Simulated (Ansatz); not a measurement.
The same path of CH3NO2Si (8 atoms, charge 0, multiplicity 1) was run 3 times with different band settings. The coordinate that changes most is the dihedral H7–N1–Si2–O3.

Method: Ansatz, RKS BHLYP-D4/def2-SVP.

Relaxed end points:

```xyz
8
Properties=species:S:1:pos:R:3
N -0.745 0.881 0.808
Si -0.260 -0.668 0.421
O -0.614 -1.997 1.055
C 0.906 -0.415 -1.077
O 1.099 0.698 -1.478
H -1.371 1.120 1.558
H -0.409 1.667 0.273
H 1.393 -1.286 -1.561
```

```xyz
8
Properties=species:S:1:pos:R:3
N -0.746 0.881 0.808
Si -0.260 -0.668 0.422
O -0.613 -1.997 1.055
C 0.906 -0.415 -1.076
O 1.099 0.697 -1.478
H -0.408 1.666 0.273
H -1.371 1.122 1.557
H 1.393 -1.287 -1.561
```

Common settings: movable images 5; climbing image yes; optimiser quadratic models (default); start path IDPP; force threshold 0.03 eV/Å; end points relaxed.

| run | spring | iteration limit |
| --- | --- | --- |
| 1 | 5.0 eV/Å² | 58 |
| 2 | 0.1 eV/Å² | 60 |
| 3 | 50.0 eV/Å² | 60 |

(1) What does each run give, and how far can it be trusted?

Results:

(1) Run 1: converged after 16 iterations, highest image 0.605 eV above the first end. A vibrational analysis at the climbing image gives one clearly imaginary mode, 451i cm⁻¹: a first-order saddle point.
Run 2: converged after 16 iterations, highest image 0.605 eV above the first end. Another band between the same ends (5 images) ends at a top of the same energy, where a vibrational analysis finds 1 clearly imaginary mode.
Run 3: converged after 16 iterations, highest image 0.605 eV above the first end. Another band between the same ends (5 images) ends at a top of the same energy, where a vibrational analysis finds 1 clearly imaginary mode.
